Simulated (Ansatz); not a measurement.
Energy profile

The step: SiNH₄F ([NH2][SiH2][F]) + HBr → SiNH₄Br ([NH2][SiH2][Br]) + HF; bonds formed: Si1–Br7, F2–H6; bonds broken: Si1–F2, H6–Br7 (atoms numbered as in the saddle structure below).

Si1  (-0.467, 0.180, -0.102)
F2  (0.950, -0.781, -0.897)
H3  (-1.418, -0.367, -1.083)
H4  (-0.918, 1.492, 0.412)
N5  (-0.183, -0.638, 1.350)
H6  (1.239, 0.099, -1.514)
Br7  (0.910, 1.748, -1.836)
H8  (0.253, -1.539, 1.437)
H9  (-0.367, -0.194, 2.233)
(Å)

Electronic energies by CCSD(T) at an estimated basis limit (MP2 extrapolated from triple and quadruple zeta, plus CCSD(T) − MP2 in triple zeta), on PBE0-D4/def2-TZVP structures; SiNH5BrF, singlet; no counterpoise correction. Program: Ansatz 0.2.0. Basis: def2-TZVPP and def2-QZVPP. Cores are frozen in the correlated methods. Filled d shells of the heavier atoms are correlated. The def2 sets are not built for correlating such inner shells, so the correlated values are less sure here. Extrapolation: Hartree–Fock as exp(−7.88 √X), correlation as X^−2.97.

(1) Give the profile in kJ/mol, counted from the separated reactants. (To be estimated.)

No T1 diagnostic of these runs exceeds 0.011.

## Answers

(1) The calculation gives:
```csv
point,kJ/mol
"separated: SiNH4F (linked as [NH2][SiH2][F]; Si1, F2, H3, H4, N5, H8, H9; singlet) + HBr (H6, Br7; singlet)",0.0
start structure,-14.9
saddle,140.6
end structure,21.4
"separated: SiNH4Br (linked as [NH2][SiH2][Br]; Si1, H3, H4, N5, Br7, H8, H9; singlet) + HF (F2, H6; singlet)",44.7
```

For scale, one of the runs: CCSD(T)/def2-TZVPP, 222 basis functions, launched by `ansatz run in.yaml --threads 4 --pin off --events-out ev --progress --plain --max-ram 9574MiB`. Hardware: 4 CPU threads of an Arm Neoverse V1, shared host. Wall time 2 min; peak host memory 3.6 GiB.
